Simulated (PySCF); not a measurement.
# Which determinant of InP lies lowest?

Unrestricted PBE0; basis In x2c-SVPall, P x2c-SVPall; spin-free X2C with a Gaussian nucleus; PySCF 2.14. Outer shells of the fragments: In 4d10 5s2 5p1; P 3s2 3p3.

Followed along the bond (rough minima from three points):

```
2Ms+1  unpaired  ⟨S²⟩ at the start  R at minimum (Å)  Te (eV)
    3      π ↑↑               2.01              2.65     0.00
    3  σ ↑, π ↑               2.02              2.44     0.24
    1      π ↑↓               1.01              2.65     0.34
    1  σ ↓, π ↑               1.02              2.42     0.45
    1      none               0.00  none in the scan   ≤ 1.32
```

Solutions found at the starting distance of 2.455 Å, counted from the lowest of them; the search is not exhaustive and high or unbound solutions are not listed, so other states can lie among these:

| 2Ms+1 | unpaired | term | E (eV) | ⟨S²⟩ | ⟨Lz²⟩ | μ (D) |
| --- | --- | --- | --- | --- | --- | --- |
| 3 | π ↑↑ | ³Σ⁻ | 0.00 | 2.01 | 0.00 | -0.95 |
| 3 | σ ↑, π ↑ | ³Π | 0.11 | 2.02 | 1.02 | -2.74 |
| 1 | σ ↓, π ↑ | mixed | 0.32 | 1.02 | 1.02 | -2.81 |
| 1 | π ↑↓ | mixed | 0.33 | 1.01 | 2.01 | -0.87 |
| 1 | none | ¹Σ⁺ | 1.37 | 0.00 | 0.00 | -4.04 |
| 1 | none | mixed | 1.37 | 0.00 | 2.00 | -0.51 |
| 5 | σ ↑, π ↑↑↑ | ⁵Π | 1.97 | 6.01 | 1.00 | 0.56 |
| 3 | σ ↓, π ↑↑↑ | mixed | 2.61 | 3.02 | 1.00 | 0.74 |
| 3 | π ↑↑ | mixed | 3.18 | 2.01 | 2.01 | -1.62 |
| 3 | π ↑↑ | mixed | 3.47 | 2.01 | 2.01 | -1.79 |

A term symbol is given only where ⟨S²⟩ and ⟨Lz²⟩ are close to those of a pure state; real π, δ and φ orbitals otherwise mix terms. A positive dipole means In(−)P(+).

Q: Compare the gap between the two lowest followed solutions at the starting distance with the gap between their minima.

A: At PBE0 the second solution (triplet, unpaired electrons σ ↑, π ↑) lies +0.11 eV from the first (triplet, unpaired electrons π ↑↑) at 2.455 Å and +0.24 eV at the minima; the two curves relax by different amounts, since their minima lie near 2.44 and 2.65 Å.

Spin–orbit coupling is left out.
